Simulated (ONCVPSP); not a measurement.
Before and after: ONCV potential for Zn

Zn (Z = 30), optimised norm-conserving Vanderbilt (ONCV), made with ONCVPSP 4.0.1 (PBE, scalar-relativistic). Core [Ne], reference 3s2 3p6 3d10 4s2. Waves: 3s+4s: rc 0.95 bohr, ncon 4, nbas 7, qcut 14 1/bohr, 2 projectors; 3p: rc 0.75 bohr, ncon 4, nbas 7, qcut 12.5 1/bohr, 2 projectors, debl 2.8 Ha; 3d: rc 1.15 bohr, ncon 3, nbas 8, qcut 14.8 1/bohr, 2 projectors, debl 2.1 Ha. Local part: polynomial inside 0.75 bohr (lpopt 5, dvloc0 1 Ha). Core correction: none.

In the p channel the program set the typed energies aside and used -3.065, 0.250 Ha.

All-electron outer shells of the reference configuration (PBE, scalar-relativistic, ld1.x):

```tsv
shell	level (eV)	outermost node (bohr)	outermost maximum (bohr)
2p	-1004.03	–	0.15
3s	-129.23	0.28	0.59
3p	-83.40	0.25	0.59
3d	-10.14	–	0.57
4s	-5.98	0.85	2.09
```

Change: s: rc 1.36.

Cutoffs: the cutoffs (Ha) at which the residual kinetic energy of the hardest occupied pseudo-wave falls to 1 and 0.1 mHa per electron; they do not see the model core or the augmentation charge, which bear on the density cutoff. Errors are all-electron minus pseudo energies relative to the spin-unpolarised reference configuration.

Task: How do hardness, ghosts and transferability respond?

Result: The potential gets neither clearly harder nor softer (80 Ha and 220 Ha → 80 Ha and 220 Ha); the d channel sets the loose cutoff, while the largest relative change is in s, which becomes softer; of the 4 tests that both files solve, the error grows in 1 and shrinks in 0 by more than 15 % and 0.3 meV (median size 2.2 → 2.1 meV); neither file shows a bound ghost.

| quantity | base | changed |
| --- | --- | --- |
| cutoff, loose | 80 Ha | 80 Ha |
| cutoff, tight | 220 Ha | 220 Ha |
| loose cutoff by channel | s 68 Ha, p 68 Ha, d 80 Ha | s 43 Ha, p 68 Ha, d 80 Ha |
| bound ghosts | none | none |
| GHOST(+) flags under 300 eV | none | none |
| error for 3s2 3p6 3d10 4s1, meV [ΔE 9.89 eV] | +0.3 | 0.0 |
| error for 3s2 3p6 3d10 4s0, meV [ΔE 28.33 eV] | +3.2 | +2.9 |
| error for 3s2 3p6 3d9 4s0, meV [ΔE 68.86 eV] | -3.0 | -4.5 |
| error for 3s2 3p6 3d10 4s0 4p1, meV [ΔE 16.21 eV] | +1.4 | +1.2 |
| p: phases at 0.76 bohr within 0.05 rad from the reference energy up to (Ha; the scan ends near 5) | to the end of the scan | to the end of the scan |
| d: phases at 1.17 bohr within 0.05 rad from the reference energy up to (Ha; the scan ends near 5) | to the end of the scan | to the end of the scan |
